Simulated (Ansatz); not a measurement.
Geometry optimisation, Ansatz 0.2.0, RKS BLYP/def2-SVP.

Input:

```yaml
crystal:
  periodic: [false, false, false]
  atoms:
    - { symbol: Si, position_ang: [-0.427892, 0.133724, -0.489688] }
    - { symbol: Si, position_ang: [-0.229349, -0.257861, 2.918362] }
    - { symbol: H, position_ang: [-0.843446, -1.02999, 4.051633] }
    - { symbol: H, position_ang: [0.96973, -0.99158, 2.408653] }
    - { symbol: H, position_ang: [0.130327, 1.122357, 3.380671] }
    - { symbol: F, position_ang: [0.604394, 1.026047, 0.391361] }
    - { symbol: F, position_ang: [-0.17604, 0.542859, -2.027769] }
    - { symbol: F, position_ang: [-0.020866, -1.420653, -0.29445] }
    - { symbol: O, position_ang: [-2.025087, 0.447517, -0.158371] }
    - { symbol: H, position_ang: [-2.43128, -0.042848, 0.578454] }
    - { symbol: H, position_ang: [-1.24169, -0.141773, 1.847043] }
basis:
  gaussian: { orbitals: def2-SVP }
hamiltonian:
  xc: blyp
relax:
  f_tol: 0.03
  max_steps: 50
```

Run as:

```bash
$ ansatz run input.yaml --threads 4 --pin off --max-ram 5120MiB --backend cpu --events-out ev --progress --plain --runs-dir out
```

Question: Where does it end, and by what steps?

Answer: It converged. After 22 steps the energy has fallen by 0.300 eV; F8 moved furthest, 1.31 Å.

```json
{"step": "0", "energy less start (eV)": "0.0000", "largest force component (eV/Å)": "0.736", "accepted": "yes"}
{"step": "1", "energy less start (eV)": "-0.1914", "largest force component (eV/Å)": "0.361", "accepted": "yes"}
{"step": "2", "energy less start (eV)": "-0.2507", "largest force component (eV/Å)": "0.183", "accepted": "yes"}
{"step": "3", "energy less start (eV)": "-0.0986", "largest force component (eV/Å)": "1.668", "accepted": "no"}
{"step": "4", "energy less start (eV)": "-0.2645", "largest force component (eV/Å)": "0.125", "accepted": "yes"}
{"step": "5", "energy less start (eV)": "-0.2682", "largest force component (eV/Å)": "0.123", "accepted": "yes"}
{"step": "6", "energy less start (eV)": "-0.2742", "largest force component (eV/Å)": "0.179", "accepted": "yes"}
{"step": "7", "energy less start (eV)": "-0.2773", "largest force component (eV/Å)": "0.314", "accepted": "yes"}
{"step": "8", "energy less start (eV)": "-0.2808", "largest force component (eV/Å)": "0.173", "accepted": "yes"}
{"step": "9", "energy less start (eV)": "-0.2872", "largest force component (eV/Å)": "0.055", "accepted": "yes"}
{"step": "10", "energy less start (eV)": "-0.2875", "largest force component (eV/Å)": "0.049", "accepted": "yes"}
{"step": "11", "energy less start (eV)": "-0.2901", "largest force component (eV/Å)": "0.237", "accepted": "yes"}
{"step": "12", "energy less start (eV)": "-0.2922", "largest force component (eV/Å)": "0.121", "accepted": "yes"}
{"step": "13", "energy less start (eV)": "-0.2927", "largest force component (eV/Å)": "0.135", "accepted": "yes"}
{"step": "14", "energy less start (eV)": "-0.2952", "largest force component (eV/Å)": "0.055", "accepted": "yes"}
{"step": "15", "energy less start (eV)": "-0.2960", "largest force component (eV/Å)": "0.179", "accepted": "yes"}
{"step": "16", "energy less start (eV)": "-0.2971", "largest force component (eV/Å)": "0.088", "accepted": "yes"}
{"step": "17", "energy less start (eV)": "-0.2977", "largest force component (eV/Å)": "0.052", "accepted": "yes"}
{"step": "18", "energy less start (eV)": "-0.2982", "largest force component (eV/Å)": "0.059", "accepted": "yes"}
{"step": "19", "energy less start (eV)": "-0.2989", "largest force component (eV/Å)": "0.043", "accepted": "yes"}
{"step": "20", "energy less start (eV)": "-0.2992", "largest force component (eV/Å)": "0.041", "accepted": "yes"}
{"step": "21", "energy less start (eV)": "-0.2995", "largest force component (eV/Å)": "0.038", "accepted": "yes"}
{"step": "22", "energy less start (eV)": "-0.2997", "largest force component (eV/Å)": "0.022", "accepted": "yes"}
```

```xyz
11
Properties=species:S:1:pos:R:3
Si -0.444 0.124 -0.933
Si -0.284 -0.236 3.344
H -0.799 -0.535 4.719
H 0.925 -1.066 3.052
H 0.020 1.223 3.214
F 0.701 0.353 0.196
F -0.273 1.232 -2.089
F -0.161 -1.323 -1.595
O -1.948 0.256 -0.295
H -2.059 -0.039 0.630
H -1.369 -0.600 2.362
```

Time of the run: 30 s on 4 threads of Arm Neoverse V1, with other jobs on the host, peak memory 0.16 GiB.
